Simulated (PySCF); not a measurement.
Ionisation energy of C²⁺ by level of theory

C²⁺ [He] 2s2 (1S) → C³⁺ [He] 2s1 (2S), as a difference of total energies. All numbers are calculated (PySCF 2.14, the spin-free X2C one-electron Hamiltonian (Gaussian nucleus), in x2c-TZVPPall). Correlated levels: valence: 1s2 frozen; valence and next inner shell: nothing frozen. The calculations carry no spin-orbit coupling.

```tsv
method	ionisation energy (eV)
UHF	45.795
LDA	46.956
PBE	47.118
PBE0	47.056
r2SCAN	46.630
M06	46.970
BHandHLYP	47.040
MN15	47.028
wB97X-V	47.113
MP2 (valence)	46.952
SCS-MP2 (valence)	47.183
MP2 (valence and next inner shell)	46.968
SCS-MP2 (valence and next inner shell)	47.198
```

Question: How much does correlation contribute at MP2 (valence and next inner shell)?

Answer: 46.968 − (45.795) = 1.173 eV, measured against UHF.

Errors of the correlated levels include the incompleteness of this basis and the frozen core.

MP2 underrates the near-degeneracy of ns² with np² in the lower species.

For comparison: 47.888 eV (measured; NIST Atomic Spectra Database, ionization energies).
